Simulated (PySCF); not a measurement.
Si(F)(Me)2(iPr), SMILES CC(C)[Si](C)(C)F (GFN2-xTB optimised geometry):

```
20

C     -1.032     0.601     2.841
C     -1.497    -0.139     1.586
C     -1.200    -1.632     1.721
Si    -0.735     0.612     0.000
C     -1.461    -0.141    -1.583
C      1.162     0.612     0.000
F     -1.187     2.182     0.000
H     -1.245     1.664     2.760
H      0.038     0.474     2.986
H     -1.542     0.214     3.723
H     -2.585    -0.024     1.524
H     -1.679    -2.037     2.611
H     -0.129    -1.803     1.808
H     -1.566    -2.182     0.857
H     -1.142     0.423    -2.454
H     -2.547    -0.128    -1.564
H     -1.145    -1.169    -1.723
H      1.566    -0.394     0.029
H      1.554     1.152     0.857
H      1.548     1.095    -0.893
```

Calculation: PBE0/def2-SVP (PySCF 2.14.0).

**Question.** What are the frontier orbital energies and the dipole moment?

**Answer.** HOMO-2 -9.51 eV, HOMO-1 -8.54 eV, HOMO -7.80 eV, LUMO 1.34 eV, LUMO+1 1.93 eV; dipole moment 1.80 D.

On the same geometry PBE/def2-SVP (PySCF 2.14.0) gives HOMO-2 -8.02 eV, HOMO-1 -7.10 eV, HOMO -6.45 eV, LUMO 0.53 eV, LUMO+1 0.99 eV; dipole moment 1.66 D.

Meta-Löwdin charges at PBE0/def2-SVP: C1 -0.30, C2 -0.29, C3 -0.30, Si4 1.12, C5 -0.57, C6 -0.57, F7 -0.49, H8 0.10, H9 0.09, H10 0.10, H11 0.10, H12 0.10, H13 0.09, H14 0.09, H15 0.12, H16 0.12, H17 0.12, H18 0.12, H19 0.12, H20 0.12.
